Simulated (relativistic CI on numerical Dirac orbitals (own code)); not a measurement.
## Zn XXVIII: computed level list

Computed by Dirac-Coulomb-Breit CI, KLI orbitals optimised for each configuration, QED by a radiative potential, unscaled Slater integrals (own radial code, finite nucleus).

Configuration list (outside the closed core 1s2): 2s, 2p, 3s, 3p, 3d, 4s, 4p, 4d, 4f, 5s, 5p, 5d, 5f, 5g. Levels of other configurations are missing.

The lowest level is 2s 2S_1/2, with 100 % of that term; Hund's rules for 2s give 2S with J = 1/2, in agreement.

| No. | Configuration | Term | J | E (Ry) | % | Next component (%) | Landé g |
| --- | --- | --- | --- | --- | --- | --- | --- |
| 1 | 2s | 2S | 1/2 | 0.000 | 100 |  | 1.995 |
| 2 | 2p | 2P° | 1/2 | 4.229 | 100 |  | 0.659 |
| 3 | 2p | 2P° | 3/2 | 6.406 | 100 |  | 1.328 |
| 4 | 3s | 2S | 1/2 | 114.769 | 100 |  | 1.999 |
| 5 | 3p | 2P° | 1/2 | 115.943 | 100 |  | 0.663 |
| 6 | 3p | 2P° | 3/2 | 116.587 | 100 |  | 1.332 |
| 7 | 3d | 2D | 3/2 | 117.022 | 100 |  | 0.797 |
| 8 | 3d | 2D | 5/2 | 117.226 | 100 |  | 1.198 |
| 9 | 4s | 2S | 1/2 | 154.350 | 100 |  | 2.001 |
| 10 | 4p | 2P° | 1/2 | 154.833 | 100 |  | 0.664 |
| 11 | 4p | 2P° | 3/2 | 155.105 | 100 |  | 1.333 |
| 12 | 4d | 2D | 3/2 | 155.285 | 100 |  | 0.798 |
| 13 | 4d | 2D | 5/2 | 155.371 | 100 |  | 1.199 |
| 14 | 4f | 2F° | 5/2 | 155.381 | 100 |  | 0.855 |
| 15 | 4f | 2F° | 7/2 | 155.424 | 100 |  | 1.142 |
| 16 | 5s | 2S | 1/2 | 172.523 | 100 |  | 2.001 |
| 17 | 5p | 2P° | 1/2 | 172.768 | 100 |  | 0.665 |
| 18 | 5p | 2P° | 3/2 | 172.906 | 100 |  | 1.333 |
| 19 | 5d | 2D | 3/2 | 172.998 | 100 |  | 0.799 |
| 20 | 5d | 2D | 5/2 | 173.042 | 100 |  | 1.200 |
| 21 | 5f | 2F° | 5/2 | 173.047 | 100 |  | 0.856 |
| 22 | 5f | 2F° | 7/2 | 173.069 | 100 |  | 1.142 |
| 23 | 5g | 2G | 7/2 | 173.069 | 100 |  | 0.888 |
| 24 | 5g | 2G | 9/2 | 173.082 | 100 |  | 1.111 |

Energies count from the lowest computed level; ° marks odd parity.

The mean weight of the leading LS term, summed over parents, in these 24 levels is 100 %, and that of the leading jj configuration (from the same eigenvectors) 100 %.

At this charge energies of transitions that change n are usually good to better than 1 %, and those within a shell (Δn = 0) to a few per cent.
